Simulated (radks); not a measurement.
All-electron atom: the indium ion In43+ in [He] 2s2 2p2.

Calculated with a radial shooting solver on a logarithmic mesh with Libxc functionals: scalar-relativistic Kohn-Sham, PBE, spin-polarised, spherical densities, finite nucleus; open shells are filled with parallel spins first (spin-orbit coupling, left out, can overturn this in heavy ions); Fermi nuclear charge, rms radius 4.6156 fm.

Energy parts (hartree):
total: -3556.49863
kinetic: 3769.74134
electron-nucleus: -7486.18905
Hartree: 215.04179
exchange-correlation: -55.09271

Orbitals (lengths in bohr, moments of r in powers of bohr; r(90%) holds 90 % of the orbital's charge):
1s up: occ. 1; eigenvalue (hartree) -1155.089; <1/r> 51.96; r(90%) 0.0532
1s down: occ. 1; eigenvalue (hartree) -1154.196; <1/r> 51.99; r(90%) 0.0531
2s up: occ. 1; eigenvalue (hartree) -268.3073; <1/r> 12.47; r(90%) 0.188
2s down: occ. 1; eigenvalue (hartree) -266.7320; <1/r> 12.42; r(90%) 0.188
2p up: occ. 2; eigenvalue (hartree) -256.3602; <1/r> 11.97; r(90%) 0.170
2p down: occ. 0; eigenvalue (hartree) -254.4821; <1/r> 11.94; r(90%) 0.171
3s up: occ. 0; eigenvalue (hartree) -113.7476; <1/r> 5.307; r(90%) 0.412
3s down: occ. 0; eigenvalue (hartree) -113.3090; <1/r> 5.292; r(90%) 0.413
3p up: occ. 0; eigenvalue (hartree) -110.0787; <1/r> 5.150; r(90%) 0.401
3p down: occ. 0; eigenvalue (hartree) -109.5962; <1/r> 5.138; r(90%) 0.402

The highest occupied level is 2p up at -6975.9 eV. The spin density at the nucleus is -20.82 e/bohr^3 (1s -98.59, 2s 77.77). For comparison, the ionisation energy in NIST's Atomic Spectra Database is 7196 eV (semi-empirical). In exact Kohn-Sham theory the highest level is minus the ionisation energy, but local and semilocal functionals leave it too shallow, through self-interaction and a potential that decays too fast; potentials with the right tail come closer. Spin moment in Bohr magnetons: 2. The electron density at the nucleus is 1.78e+05 e/bohr^3 (large components only). Summed over all electrons, <r^2> = 0.06454 bohr^2, which gives a Langevin (diamagnetic) susceptibility term of -0.0511 x 10^-6 cm^3/mol. The density falls to 0.001 e/bohr^3 at r = 0.44 bohr.
